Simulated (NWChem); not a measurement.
Atomisation of C2H2F

SMILES: [C](F)=C
```xyz
5

C      1.2054    -0.0264     0.0000
C     -0.0339     0.4220     0.0000
F     -1.1644    -0.2161     0.0000
H      1.4106    -1.1040     0.0000
H      2.0398     0.6757     0.0000
```
Charge 0, spin multiplicity 2.

All runs are NWChem calculations. Structure: optimised with UPBE0/def2-SVP, a minimum by its harmonic frequencies.

Basis set: def2-TZVP. The atomisation energy is electronic alone: no zero-point, thermal, spin-orbit or counterpoise terms. No value is extrapolated to the basis-set limit. Free atoms are single determinants with multiplicities C 3, F 2, H 2.

B3LYP has NWChem's definition, with VWN1-RPA local correlation. The structure started from a generated list of species. The unpaired electrons of the parent sit in orbitals of symmetry a' (Cs labels of the run); other states weren't searched. No SCF solution was tested for a lower state.

Q: Order these methods by the atomisation energy they give, lowest first: LDA (SVWN5), BLYP, PBE, PBE0, B3LYP.

A: B3LYP (454.4 kcal/mol), BLYP (458.6 kcal/mol), PBE0 (460.1 kcal/mol), PBE (475.8 kcal/mol), LDA (SVWN5) (538.1 kcal/mol)
